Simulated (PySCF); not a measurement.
Molfile (atoms numbered from 1):
```
C3H10OSi
     RDKit          3D

 15 14  0  0  0  0  0  0  0  0999 V2000
    2.4426   -0.2194   -0.3359 C   0  0  0  0  0  0  0  0  0  0  0  0
    0.7504    0.6012   -0.4178 Si  0  0  0  0  0  4  0  0  0  0  0  0
   -0.6067   -0.6681   -0.0432 C   0  0  0  0  0  0  0  0  0  0  0  0
   -2.0007   -0.1814   -0.4207 C   0  0  0  0  0  0  0  0  0  0  0  0
   -2.2519    1.1343    0.0048 O   0  0  0  0  0  0  0  0  0  0  0  0
    2.6210   -0.6522    0.6612 H   0  0  0  0  0  0  0  0  0  0  0  0
    2.5269   -1.0294   -1.0773 H   0  0  0  0  0  0  0  0  0  0  0  0
    3.2442    0.5081   -0.5356 H   0  0  0  0  0  0  0  0  0  0  0  0
    0.7094    1.7189    0.5766 H   0  0  0  0  0  0  0  0  0  0  0  0
    0.5274    1.1724   -1.7834 H   0  0  0  0  0  0  0  0  0  0  0  0
   -0.3772   -1.6091   -0.5729 H   0  0  0  0  0  0  0  0  0  0  0  0
   -0.5595   -0.9133    1.0345 H   0  0  0  0  0  0  0  0  0  0  0  0
   -2.7731   -0.8820   -0.0440 H   0  0  0  0  0  0  0  0  0  0  0  0
   -2.1003   -0.1646   -1.5178 H   0  0  0  0  0  0  0  0  0  0  0  0
   -2.1623    1.1618    0.9635 H   0  0  0  0  0  0  0  0  0  0  0  0
  1  2  1  0
  2  3  1  0
  3  4  1  0
  4  5  1  0
  1  6  1  0
  1  7  1  0
  1  8  1  0
  2  9  1  0
  2 10  1  0
  3 11  1  0
  3 12  1  0
  4 13  1  0
  4 14  1  0
  5 15  1  0
M  END
```

Geometry: PBE0-D3(BJ)/def2-SVP; GIAO absolute shieldings from PySCF, gas phase, non-relativistic, averaged over equivalent atoms.

At PBE0/def2-SVP (124 basis functions, 9.3 s wall time on 1 thread of an Arm Neoverse V1, shared host):
```json
{"atoms": "C4", "σ (ppm)": "135.8"}
{"atoms": "C3", "σ (ppm)": "175.9"}
{"atoms": "C1", "σ (ppm)": "199.3"}
{"atoms": "Si2", "σ (ppm)": "448.9"}
{"atoms": "O5", "σ (ppm)": "295.6"}
{"atoms": "H9/H10", "σ (ppm)": "27.14"}
{"atoms": "H13/H14", "σ (ppm)": "27.73"}
{"atoms": "H11/H12", "σ (ppm)": "30.66"}
{"atoms": "H6/H7/H8", "σ (ppm)": "31.30"}
{"atoms": "H15", "σ (ppm)": "32.09"}
```

**Question.** Estimate the result of repeating the calculation with LC-wPBE/pcSseg-1.

**Answer.** 
```csv
atoms,σ at LC-wPBE/pcSseg-1,change
C4,128.3,-7.5
C3,170.9,-5.0
C1,194.8,-4.5
Si2,395.3,-53.6
O5,296.3,+0.7
H9/H10,27.24,+0.10
H13/H14,27.62,-0.11
H11/H12,30.61,-0.05
H6/H7/H8,31.21,-0.09
H15,31.60,-0.49
```

The largest change is at Si2 (silicon bonded to 2 C, 2 H). Cost: 142 basis functions, 22 s wall time on 1 thread of an Arm Neoverse V1, shared host. The order of the carbon signals is the same at both levels.
